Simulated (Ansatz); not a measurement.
The same path of AlClF2H2S (7 atoms, charge 0, multiplicity 1) was run twice with different band settings. Lost on the way: S5–H7. Made: F2–H7.

The calculation used Ansatz, RKS BHLYP/def2-SVP.

Relaxed end points:

```xyz
7
Properties=species:S:1:pos:R:3
Al -0.031 -0.037 0.015
F -0.246 0.473 1.574
F 1.473 0.151 -0.635
Cl -1.685 0.045 -1.268
S 0.023 -2.473 0.589
H -1.293 -2.681 0.414
H -0.086 -2.249 1.909
```

```xyz
7
Properties=species:S:1:pos:R:3
Al -0.012 -0.516 -0.190
F -0.189 -0.121 1.737
F 1.450 0.181 -0.493
Cl -1.741 0.250 -1.072
S 0.054 -2.658 0.410
H -1.258 -2.868 0.216
H -0.149 -1.038 1.990
```

Common settings: movable images 5; climbing image yes; optimiser quadratic models (default); start path through a guess of the saddle point; force threshold 0.05 eV/Å; iteration limit 60; end points relaxed.

| run | spring |
| --- | --- |
| 1 | 5.0 eV/Å² |
| 2 | 0.1 eV/Å² |

(1) What does each run give, and how far can it be trusted?

## Answers

(1) Run 1: converged after 14 iterations, highest image 0.889 eV above the first end. A vibrational analysis at the climbing image gives one clearly imaginary mode, 792i cm⁻¹: a first-order saddle point.
Run 2: converged after 10 iterations, highest image 0.890 eV above the first end. Another band between the same ends (5 images) ends at a top of the same energy, where a vibrational analysis finds 1 clearly imaginary mode.
The orbitals stay closed-shell, which can raise the energy where a bond breaks towards radicals; this wasn't checked here.
